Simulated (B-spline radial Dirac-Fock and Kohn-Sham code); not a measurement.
Au⁺: photoemission with 960 eV photons

System: gold as Au⁺ in the configuration [Xe] 4f14 5d10.

Input of the calculation (task.json; shells as n, l, electrons):

```json
{"items": [{
  "Z": 79,
  "q": 1,
  "cfg": [[1, 0, 2], [2, 0, 2], [2, 1, 6], [3, 0, 2], [3, 1, 6], [3, 2, 10], [4, 0, 2], [4, 1, 6], [4, 2, 10], [4, 3, 14], [5, 0, 2], [5, 1, 6], [5, 2, 10]],
  "A": 197,
  "rrms": 5.4371,
  "do": ["binding", "quiet", "photo", "scan"],
  "hv": [21.22, 40.7, 45.5, 80, 119.0, 150, 228.0, 235.0, 960.0, 1253.6, 2700.0, 5414.7, 30000, 40000, 59318.2, 111000.0]
}]}
```

Launch: `python xray_run.py task.json out`

Method: the independent-particle Dirac-Slater model, thresholds from Dirac-Fock. Computed with a radial atomic solver. The asymmetry parameter β is from the dipole term alone. Kinetic energies are from the vacuum level.

The last column is dσ/dΩ = σ/(4π) · [1 − (β/2) P₂(cos θ)] at θ = 0° from the beam of unpolarised light.

```csv
subshell,electrons,binding (eV),kinetic (eV),σ (kb),β,dσ/dΩ (kb/sr)
4s,2,784.2,175.8,45.2,1.75,0.445
4p1/2,2,664.9,295.1,41.2,0.74,2.07
4p3/2,4,567.3,392.7,146,0.91,6.31
4d3/2,4,372.2,587.8,201,0.68,10.6
4d5/2,6,354.0,606.0,307,0.89,13.6
4f5/2,6,101.6,858.4,352,0.92,15.1
4f7/2,8,97.97,862.0,452,0.94,19.1
5s,2,131.1,828.9,12.7,1.84,0.0802
5p1/2,2,91.21,868.8,10.9,1.42,0.251
5p3/2,4,74.94,885.1,29.3,1.37,0.739
5d3/2,4,20.07,939.9,21.0,1.04,0.798
5d5/2,6,18.55,941.5,30.1,1.19,0.967
```

Branching ratios of the spin-orbit partners (statistical value in brackets): 4p 3.54 (2.00), 4d 1.53 (1.50), 4f 1.28 (1.33), 5p 2.70 (2.00), 5d 1.44 (1.50).
